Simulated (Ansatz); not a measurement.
Consider the cleavage of the Si–Si bond: `O[SiH](F)[Si](O)(O)O` + `N[SiH](O)Cl` → `O[Si@H](F)N[Si@H](O)Cl` + `O[SiH](O)O`.

Computed with Ansatz on PBE0-D4/def2-TZVP structures; ΔE is electronic, products minus reactants. CCSD(T)/CBS adds triple-zeta CCSD(T) − MP2 to the extrapolated MP2 energy (def2 sets, frozen cores). DFT in def2-TZVPP. B3LYP here is the variant with VWN-RPA as its local correlation; programs differ in this. One conformer a species, not always the lowest.

```tsv
level	ΔE (eV)
r2SCAN-D4	-1.11
B3LYP-D4	-1.08
B2PLYP	-1.14
PBE	-0.89
PBE0	-1.00
HF/def2-QZVPP	-1.28
SCS-MP2/def2-QZVPP	-1.22
HF/CBS(def2)	-1.28
```

What does CCSD(T)/CBS give? (Estimate.)

The calculation gave: -1.16 eV. The listed levels differ from it by 0.05, 0.08, 0.02, 0.27, 0.16, -0.12, -0.06, -0.12 eV.

Largest T1 diagnostic among the species: 0.012.

From PBE to PBE0 (25 % exact exchange), in def2-TZVPP and without D4, ΔE moves by −0.11 eV.
